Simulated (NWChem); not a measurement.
## Correlation energy of AlP

```xyz
2

Al     0.0000     0.0000     1.1825
P      0.0000     0.0000    -1.0249
```
Charge 0, spin multiplicity 3.

The numbers come from NWChem runs, not from measurements. All single points use one geometry, from UPBE0/def2-SVP, a minimum by its harmonic frequencies.

Basis set: cc-pVQZ. Each correlation energy counts from its own Hartree-Fock reference.

The correlated methods keep 10 core orbitals frozen. This spin state was chosen for the runs; another may lie lower. The structure started from a generated list of species. The unpaired electrons of the parent sit in orbitals of symmetry a1 and b1 (C2v labels of the run); other states weren't searched. No SCF solution was tested for a lower state. Open-shell Hartree-Fock references start from PBE0 orbitals. Coupled-cluster values serve here as a point of comparison, not as the truth.

**Question.** For the correlation energy, URI-MP2 gives -175.2 mHa and UMP2 gives -175.2 mHa. What do SCS-UMP2, CCSD on ROHF, CCSD[T] on ROHF give?

**Answer.** SCS-UMP2: -176.9 mHa; CCSD on ROHF: -209.5 mHa; CCSD[T] on ROHF: -224.9 mHa.
